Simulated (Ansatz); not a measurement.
A geometry optimisation of H2Si2Sn with PBE0-D3(BJ)/def2-SVP

The starting geometry of this gas-phase singlet was optimised with GFN2-xTB.

```xyz
5

Si   -2.8696    1.9088   -3.0511
Si   -0.9035    1.3395   -2.3090
Sn   -3.0104    1.7418   -0.3680
H     0.4655    0.9487   -1.9013
H    -1.2987    1.2421    0.4623
```

**Question.** Predict what becomes of its bonds when it is optimised with PBE0-D3(BJ)/def2-SVP.

**Answer.** A new bond forms, giving a structure with H5 bridging Sn3 and Si2, given below by its coordinates. Contacts that close: Si2–H5 (2.80 → 1.60 Å).

The energy falls by 0.81 eV over 11 steps:

| step | E − E(last) (eV) |
| --- | --- |
| 1 | 0.808 |
| 2 | 0.672 |
| 3 | 0.436 |
| 4 | 0.242 |
| 5 | 0.062 |
| 7 | 0.009 |
| 8 | 0.002 |
| 9 | 0.000 |
| 10 | 0.000 |
| 11 | 0.000 |

Final geometry (Å):

```yaml
atoms:
  - { symbol: Si, position_ang: [-2.7907, 1.8791, -2.9473] }
  - { symbol: Si, position_ang: [-0.9936, 1.3240, -1.7877] }
  - { symbol: Sn, position_ang: [-3.1671, 1.7858, -0.3560] }
  - { symbol: H, position_ang: [0.4519, 0.9535, -1.8830] }
  - { symbol: H, position_ang: [-1.1170, 1.2383, -0.1931] }
```

Frequencies at the end are all real (lowest 247 cm⁻¹). Atoms past krypton carry core potentials, without spin–orbit terms. Run with Ansatz 0.2.0, 56 s on 1 thread of Intel(R) Xeon(R) Processor @ 2.50GHz (Skylake/Cascade Lake), on a shared host.
